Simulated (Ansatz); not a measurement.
[GaF4]- (GaF4⁻). The state is a singlet with charge -1. Geometry PBE0-D4/def2-SVPD.

```xyz
5

Ga    0.0001    0.0001    0.0000
F    -0.1578   -1.6313    0.7339
F    -0.6722    1.2286    1.1240
F    -0.9037    0.0494   -1.5510
F     1.7337    0.3532   -0.3069
```

HSE06 is defined as in plane-wave codes, on full-range PBE exchange.

**Question.** Estimate the orbital energies around the gap (eV) in Ansatz with PBE-D4/def2-SVPD, BLYP-D4/def2-TZVPD, B97M-V/def2-TZVPD, HSE06-D4/def2-TZVPD, ωB97M-V/def2-TZVPD.

**Answer.** 
| orbital | PBE-D4/def2-SVPD | BLYP-D4/def2-TZVPD | B97M-V/def2-TZVPD | HSE06-D4/def2-TZVPD | ωB97M-V/def2-TZVPD |
| --- | --- | --- | --- | --- | --- |
| HOMO−13 | -15.26 | -14.91 | -15.86 | -18.00 | -21.01 |
| HOMO−12 | -15.26 | -14.91 | -15.86 | -18.00 | -21.01 |
| HOMO−11 | -7.12 | -6.95 | -7.51 | -8.56 | -11.72 |
| HOMO−10 | -5.24 | -5.03 | -5.62 | -6.65 | -9.71 |
| HOMO−9 | -5.24 | -5.03 | -5.62 | -6.65 | -9.71 |
| HOMO−8 | -5.24 | -5.03 | -5.62 | -6.65 | -9.71 |
| HOMO−7 | -4.04 | -3.89 | -4.52 | -5.58 | -8.65 |
| HOMO−6 | -4.04 | -3.89 | -4.52 | -5.58 | -8.65 |
| HOMO−5 | -3.90 | -3.75 | -4.35 | -5.35 | -8.33 |
| HOMO−4 | -3.90 | -3.75 | -4.35 | -5.35 | -8.33 |
| HOMO−3 | -3.90 | -3.75 | -4.35 | -5.35 | -8.33 |
| HOMO−2 | -3.66 | -3.53 | -4.15 | -5.20 | -8.21 |
| HOMO−1 | -3.66 | -3.53 | -4.15 | -5.19 | -8.20 |
| HOMO | -3.66 | -3.53 | -4.15 | -5.19 | -8.20 |
| LUMO | 2.96 | 2.91 | 3.06 | 3.33 | 4.34 |
| LUMO+1 | 5.11 | 4.69 | 4.88 | 4.99 | 5.79 |
| LUMO+2 | 5.51 | 4.69 | 4.88 | 4.99 | 5.79 |
| LUMO+3 | 5.51 | 4.69 | 4.88 | 4.99 | 5.79 |
| LUMO+4 | 5.51 | 5.31 | 5.55 | 5.90 | 6.44 |
| LUMO+5 | 6.30 | 5.71 | 5.82 | 5.90 | 6.44 |
